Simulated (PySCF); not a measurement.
**`O=C/C=C/C=C(/[O-])Br`, [C$_{5}$H$_{4}$BrO$_{2}$]-, charge -1**

Molfile (atoms numbered from 1):
```
C5H4BrO2
     RDKit          3D

 12 11  0  0  0  0  0  0  0  0999 V2000
    3.3383   -0.1215    0.1151 O   0  0  0  0  0  0  0  0  0  0  0  0
    2.1951    0.3014   -0.0078 C   0  0  0  0  0  0  0  0  0  0  0  0
    0.9757   -0.4427    0.0587 C   0  0  0  0  0  0  0  0  0  0  0  0
   -0.2462    0.1779   -0.1001 C   0  0  0  0  0  0  0  0  0  0  0  0
   -1.5106   -0.4190   -0.0593 C   0  0  0  0  0  0  0  0  0  0  0  0
   -2.7673    0.1773   -0.2156 C   0  0  0  0  0  0  0  0  0  0  0  0
   -3.8866   -0.2363   -0.1981 O   0  0  0  0  0  0  0  0  0  0  0  0
   -2.6438    2.2824   -0.5590 Br  0  0  0  0  0  0  0  0  0  0  0  0
    2.0252    1.4019   -0.1975 H   0  0  0  0  0  0  0  0  0  0  0  0
    1.0491   -1.5209    0.2403 H   0  0  0  0  0  0  0  0  0  0  0  0
   -0.2335    1.2612   -0.2786 H   0  0  0  0  0  0  0  0  0  0  0  0
   -1.5882   -1.4980    0.1157 H   0  0  0  0  0  0  0  0  0  0  0  0
  1  2  2  0
  2  3  1  0
  3  4  2  0
  4  5  1  0
  5  6  2  0
  6  7  1  0
  6  8  1  0
  2  9  1  0
  3 10  1  0
  4 11  1  0
  5 12  1  0
M  CHG  1   7  -1
M  END
```

Method used: TDDFT CAM-B3LYP/aug-cc-pVDZ excited states, vertical, gas phase in PySCF 2.14.0. Geometry: PBE0-D3(BJ)/def2-SVP.

The calculation is non-relativistic, which matters for the atoms heavier than Zn. For a gas-phase anion, states above the detachment energy (about 3.2 eV, taken as minus the energy of the highest occupied orbital) lie in the continuum and depend on the basis.

Question: Give the one- and two-photon strengths of the lowest singlets.

Answer: δ for parallel linear polarisation; σ at the peak of a Lorentzian of half width 0.1 eV, single beam; Ω is circular over linear.
| state | E (eV) | f | photon λ (nm) | δ (au) | σ (GM) | Ω | main |
| --- | --- | --- | --- | --- | --- | --- | --- |
| S1 | 3.92 | 0.000 | 632 | 20.2 | 0.11 | 1.50 | HOMO→LUMO 0.69 |
| S2 | 4.16 | 0.851 | 596 | 160 | 1.01 | 0.89 | HOMO→LUMO+2 0.93 |
| S3 | 4.34 | 0.000 | 571 | 0.32 | 0.00 | 1.50 | HOMO−1→LUMO+2 0.84 |
| S4 | 4.44 | 0.000 | 558 | 37.7 | 0.27 | 1.50 | HOMO→LUMO+3 0.29, HOMO→LUMO 0.21 |
| S5 | 4.57 | 0.003 | 543 | 24 | 0.18 | 1.50 | HOMO→LUMO+1 0.73, HOMO→LUMO+5 0.14 |
| S6 | 4.90 | 0.001 | 506 | 32.1 | 0.28 | 1.50 | HOMO→LUMO+3 0.53, HOMO→LUMO+4 0.21 |

Among these, the strongest one-photon state is S2, the strongest two-photon state S2.
